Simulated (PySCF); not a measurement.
C3F8.

```xyz
11

F      1.3863     1.1007     1.0002
C      1.3169     0.0000     0.2353
F      1.3709    -1.0849     1.0241
F      2.3646    -0.0164    -0.6013
C      0.0000     0.0000    -0.5975
F     -0.0003    -1.1048    -1.3808
F      0.0003     1.1048    -1.3808
C     -1.3169     0.0000     0.2353
F     -1.3709     1.0849     1.0241
F     -2.3646     0.0164    -0.6013
F     -1.3863    -1.1007     1.0002
```

The structure is a stationary point at PBE-D3(BJ)/def2-SVP.

Calculation: PySCF with PBE/pcSseg-1. Non-relativistic, no solvent.

Task: Give the absolute GIAO shielding of each atom: isotropic value and principal components (ppm). (The exact figures need the calculation; the answer reports its results.)

Result: 
```csv
atom,σ(iso),σ11,σ22,σ33,span
F1,240.4,167.0,235.7,318.6,151.6
C2,46.3,30.9,51.9,56.1,25.2
F3,240.7,167.3,235.7,319.0,151.7
F4,246.7,171.5,236.9,331.7,160.2
C5,61.5,39.0,71.0,74.4,35.4
F6,297.5,204.6,330.4,357.7,153.2
F7,297.5,204.6,330.4,357.7,153.2
C8,46.3,30.9,51.9,56.1,25.2
F9,240.7,167.3,235.7,319.0,151.7
F10,246.7,171.5,236.9,331.7,160.2
F11,240.4,167.0,235.7,318.6,151.6
```
